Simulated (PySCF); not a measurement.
**Ag⁺ (silver, charge +1) across methods**

[Kr] 4d9 5p1, one real determinant (an excited configuration). Calculation: PySCF 2.14, in aug-cc-pVTZ-PP with one added diffuse shell each of s, p, d, f, g type with ECP28MDF (7s7p6d4f3g, 113 functions); scalar relativity through the core potential.

```json
{"method": "UHF", "E (hartree)": "-145.48589", "mean ε 4d α (eV)": "-28.576", "mean ε 4d β (eV)": "-27.390", "mean ε 5p α (eV)": "-10.610", "Σ⟨r²⟩ (bohr²)": "41.91", "⟨S²⟩": "2.002"}
{"method": "LDA", "E (hartree)": "-145.9723", "mean ε 4d α (eV)": "-21.092", "mean ε 4d β (eV)": "-20.236", "mean ε 5p α (eV)": "-8.919", "Σ⟨r²⟩ (bohr²)": "40.82", "⟨S²⟩": "2.000"}
{"method": "r2SCAN", "E (hartree)": "-146.3098", "mean ε 4d α (eV)": "-21.258", "mean ε 4d β (eV)": "-20.334", "mean ε 5p α (eV)": "-8.954", "Σ⟨r²⟩ (bohr²)": "40.64", "⟨S²⟩": "2.001"}
{"method": "PBEsol", "E (hartree)": "-146.0719", "mean ε 4d α (eV)": "-20.879", "mean ε 4d β (eV)": "-20.030", "mean ε 5p α (eV)": "-8.822", "Σ⟨r²⟩ (bohr²)": "40.83", "⟨S²⟩": "2.001"}
{"method": "PBE", "E (hartree)": "-146.2699", "mean ε 4d α (eV)": "-20.890", "mean ε 4d β (eV)": "-20.063", "mean ε 5p α (eV)": "-8.820", "Σ⟨r²⟩ (bohr²)": "40.92", "⟨S²⟩": "2.001"}
{"method": "revPBE", "E (hartree)": "-146.3263", "mean ε 4d α (eV)": "-20.823", "mean ε 4d β (eV)": "-20.006", "mean ε 5p α (eV)": "-8.787", "Σ⟨r²⟩ (bohr²)": "40.95", "⟨S²⟩": "2.001"}
{"method": "wB97M-V", "E (hartree)": "-146.2008", "mean ε 4d α (eV)": "-25.523", "mean ε 4d β (eV)": "-24.674", "mean ε 5p α (eV)": "-10.999", "Σ⟨r²⟩ (bohr²)": "41.06", "⟨S²⟩": "2.001"}
```

Estimate the same row for PBE0.

E (hartree) = -146.2614; mean ε 4d α (eV) = -23.030; mean ε 4d β (eV) = -22.125; mean ε 5p α (eV) = -9.395; Σ⟨r²⟩ (bohr²) = 40.94; ⟨S²⟩ = 2.001.

⟨L²⟩ = 8.04 against 12 for a pure F term, so this real determinant mixes terms. Energies and moments cover only the electrons outside the core potential.
